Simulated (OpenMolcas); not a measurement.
**Au4+ in a point-charge field**

Au4+ among 8 point charges of -0.96 e arranged as a cube (Oh), 2.04 Å from the ion.

```json
{
  "Program": "OpenMolcas",
  "Method": "CASSCF",
  "Basis": "ANO-RCC-VDZP [7s6p4d2f]",
  "Scalar Hamiltonian": "DKH2, point nucleus",
  "Active space": "7 electrons in 5 orbitals (5d)",
  "State averaging": "2S+1 = 4 even, 10 roots; 2S+1 = 2 even, 40 roots",
  "Spin-orbit coupling": "state interaction with AMFI integrals over the reference wave functions"
}
```

The lowest spin-free states (labels of O, the rotations of Oh), above the lowest:

```json
{"State": "4A2", "Degeneracy": "1", "E (cm-1)": "0.0", "Free-ion L (%)": "F (100)"}
{"State": "4T2", "Degeneracy": "3", "E (cm-1)": "3273", "Free-ion L (%)": "F (100)"}
{"State": "4T1", "Degeneracy": "3", "E (cm-1)": "5759", "Free-ion L (%)": "F (99)"}
{"State": "2E", "Degeneracy": "2", "E (cm-1)": "17737", "Free-ion L (%)": "G (82)"}
{"State": "2T1", "Degeneracy": "3", "E (cm-1)": "18223", "Free-ion L (%)": "G (80)"}
{"State": "4T1", "Degeneracy": "3", "E (cm-1)": "18573", "Free-ion L (%)": "P (99)"}
{"State": "2A1", "Degeneracy": "1", "E (cm-1)": "19193", "Free-ion L (%)": "G (100)"}
{"State": "2T2", "Degeneracy": "3", "E (cm-1)": "19892", "Free-ion L (%)": "G (95)"}
{"State": "2T1", "Degeneracy": "3", "E (cm-1)": "23112", "Free-ion L (%)": "H (57)"}
{"State": "2T2", "Degeneracy": "3", "E (cm-1)": "23341", "Free-ion L (%)": "H (82)"}
{"State": "2E", "Degeneracy": "2", "E (cm-1)": "24925", "Free-ion L (%)": "H (63)"}
{"State": "2T1", "Degeneracy": "3", "E (cm-1)": "25455", "Free-ion L (%)": "P (56)"}
{"State": "2T1", "Degeneracy": "3", "E (cm-1)": "26157", "Free-ion L (%)": "H (87)"}
{"State": "2T2", "Degeneracy": "3", "E (cm-1)": "27385", "Free-ion L (%)": "D (78)"}
{"State": "2E", "Degeneracy": "2", "E (cm-1)": "29133", "Free-ion L (%)": "D (59)"}
{"State": "2A2", "Degeneracy": "1", "E (cm-1)": "38442", "Free-ion L (%)": "F (100)"}
{"State": "2T2", "Degeneracy": "3", "E (cm-1)": "38827", "Free-ion L (%)": "F (99)"}
{"State": "2T1", "Degeneracy": "3", "E (cm-1)": "39598", "Free-ion L (%)": "F (98)"}
{"State": "2E", "Degeneracy": "2", "E (cm-1)": "59672", "Free-ion L (%)": "D (100)"}
{"State": "2T2", "Degeneracy": "3", "E (cm-1)": "59995", "Free-ion L (%)": "D (99)"}
```

The lowest levels with spin-orbit coupling:

| E (cm-1) | Degeneracy | Label | 2S+1 | g |
| --- | --- | --- | --- | --- |
| 0.0 | 4 | Γ8 | 4 (86 %) |  |
| 1616 | 4 | Γ8 | 4 (81 %) |  |
| 2273 | 2 | Γ6 | 4 (80 %) | 4.53 4.53 4.53 |
| 13048 | 4 | Γ8 | 4 (75 %) |  |
| 13897 | 2 | Γ6 | 4 | 2.68 2.68 2.68 |
| 14163 | 2 | Γ7 | 4 | 3.82 3.82 3.82 |
| 15510 | 4 | Γ8 | 4 (66 %) |  |
| 15744 | 2 | Γ7 | 4 (69 %) | 2.00 2.00 2.00 |
| 16091 | 4 | Γ8 | 4 (62 %) |  |
| 23274 | 4 | Γ8 | 4 (80 %) |  |
| 24001 | 2 | Γ6 | 2 (82 %) | 3.83 3.83 3.83 |
| 24227 | 4 | Γ8 | 2 (61 %) |  |
| 24657 | 4 | Γ8 | 4 (74 %) |  |
| 26172 | 4 | Γ8 | 2 (85 %) |  |
| 26243 | 2 | Γ7 | 4 | 2.47 2.47 2.47 |
| 29445 | 2 | Γ6 | 4 (64 %) | 1.98 1.98 1.98 |
| 31911 | 4 | Γ8 | 2 |  |
| 32215 | 2 | Γ7 | 2 | 3.88 3.88 3.88 |
| 33155 | 2 | Γ6 | 2 | 3.26 3.26 3.26 |
| 33441 | 4 | Γ8 | 2 |  |

Powder χT (cm3 K/mol): 3.92 at 2 K, 3.92 at 10 K, 3.97 at 50 K, 4.02 at 100 K, 4.13 at 200 K, 4.24 at 300 K. The effective moment at 300 K is 2.828 √(χT) = 5.82 μB.

A least-squares ligand-field fit to the states below 45000 cm-1, each weighted by its degeneracy and with a free common offset, gives 10Dq = -3153 cm-1 (negative for this site), B = 965 cm-1 and C = 3984 cm-1 (C/B = 4.13), with an rms deviation of 49 cm-1.

Spin-orbit coupling mixes the spin-free states strongly: the lowest level takes only 42 % from its leading state, 4A2. Without dynamic correlation the repulsion within the d shell is too large (B by tens of per cent), so at a given field states of lower spin stand too high. Point charges carry no covalency, so the field is a model and not that of real ligands. No measured value stands beside these numbers.

The RASSCF and RASSI steps took 11 s on 1 thread of Arm Neoverse V1, with other jobs on the host; the integral step is not counted.
